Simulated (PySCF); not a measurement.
CH3Cl2FGe. Atoms are numbered in the order given.

```xyz
8

C     -1.0637    -1.8359     0.0000
Ge     0.0625    -0.2646     0.0000
F      1.7351    -0.7342     0.0000
Cl    -0.2181     0.9550     1.7518
Cl    -0.2181     0.9550    -1.7518
H     -0.8507    -2.4288    -0.9005
H     -2.1171    -1.5235     0.0000
H     -0.8507    -2.4288     0.9005
```

Geometry optimised at B3LYP-D3(BJ)/def2-SVP. The structure was generated by enumeration, and PubChem lists no compound with its InChIKey, so it may never have been made.

Calculation: ωB97X/def2-TZVP run with PySCF.

Symmetry labels are those of the subgroup Cs that the program uses (full group Cs).

Computed valence orbital energies around the gap with their symmetry:
```
orbital  symmetry  energy (eV)
-------  --------  -----------
HOMO−7         A"       -14.73
HOMO−6         A'       -14.67
HOMO−5         A"       -13.34
HOMO−4         A'       -13.17
HOMO−3         A'       -12.39
HOMO−2         A"       -12.06
HOMO−1         A"       -11.83
HOMO           A'       -11.82
LUMO           A'         1.12
LUMO+1         A'         2.70
LUMO+2         A"         3.06
LUMO+3         A'         3.09
```
